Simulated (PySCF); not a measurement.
## Working out the ionisation energy of Zr⁺

Zr⁺ [Kr] 4d2 5s1 (4F) → Zr²⁺ [Kr] 4d2 (3F). Computed with PySCF 2.14 in aug-cc-pwCVDZ-PP with ECP28MDF (6s6p5d3f, 70 functions), with a scalar-relativistic core potential. Frozen: 4s2 4p6. Energies in hartree (1 hartree = 27.21139 eV):

```csv
part,Zr⁺ (lower),Zr²⁺ (upper)
UHF,-46.114368,-45.663406
CCSD correlation,-0.015312,-0.004585
(T),-0.000097,0.000000
```

Q: What does Hartree-Fock give?

A: (-45.663406) − (-46.114368) = 0.450962 hartree = 12.271 eV.

Q: What do CCSD and CCSD(T) give?

A: The CCSD correlation energies differ by 0.010727 hartree = 0.292 eV and the triples by 0.000097 hartree = 0.003 eV, so CCSD gives 12.563 eV and CCSD(T) 12.566 eV.

Reference: 13.13 eV (measured; NIST Atomic Spectra Database, ionization energies), between the lowest levels; spin-orbit coupling is absent from the calculation.

A double-zeta basis recovers only part of the correlation energy.

What remains against the reference includes basis incompleteness, the frozen core and higher excitations.
